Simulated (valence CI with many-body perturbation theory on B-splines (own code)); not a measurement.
**Basis-set convergence for Ta**

Level of theory: configuration interaction combined with many-body perturbation theory (CI+MBPT): five valence electrons over a frozen Dirac-Fock core [Xe] 4f14, radial functions for each j: 7 s, 7 p, 8 d, 6 f, 4 g, 1 h, with the one-electron correlation potential Σ1, the two-electron term Σ2, the three-electron term Σ3, Breit, model QED; selected CI, second order for the rest, scaled by the run's own slope (own B-spline code, finite nucleus).

Against 6 measured levels this calculation errs by 57 cm⁻¹ on average and by 158 at most. These come from a selection out of the NIST Handbook of Basic Atomic Spectroscopic Data. Levels without a partner in it may be off by more, other configurations by 1,000 to 4,000 cm⁻¹. Among the levels kept, up to 2000 cm⁻¹ of a level comes from second order outside the variational space, and about a tenth of that is noise between levels of different J, which matters for small intervals.

The reference run has the lowest level 5d³6s² ⁴F_3/2 and an ionisation energy of 7.46485 eV. Its largest variational space holds 20000 state functions.

Names give the largest LS component (configuration and term), which can be under half, so a name can repeat, a term be missing and a line seem to break the LS rules; names also repeat where a configuration has a term twice.

Changed runs:
A. basis 6 s, 6 p, 5 d, 5 f, 1 g
B. basis 5 s, 5 p, 4 d, 4 f

Excitation energies of the reference run in cm⁻¹, and shifts in cm⁻¹:

```
                 Level  Reference         A         B
         5d³6s² ⁴F_5/2       1959       -45       -42
         5d³6s² ⁴F_7/2       3900       -50       -27
         5d³6s² ⁴F_9/2       5594       -23       +41
         5d³6s² ⁴P_1/2       6033      +199       +68
         5d³6s² ⁴P_3/2       6227      +158      +134
          5d⁴6s ⁶D_1/2       9191      +285       +70
         5d³6s² ⁴P_5/2       9279      +123       +13
          5d⁴6s ⁶D_3/2       9494      +289       +57
         5d³6s² ²G_7/2       9951      +124      +490
          5d⁴6s ⁶D_5/2      10576      +255      -6.9
         5d³6s² ²G_9/2      10908      +130      +568
         5d³6s² ²D_3/2      10992      +147      +160
Ionisation energy (eV)    7.46485  -0.02456  -0.08189
```
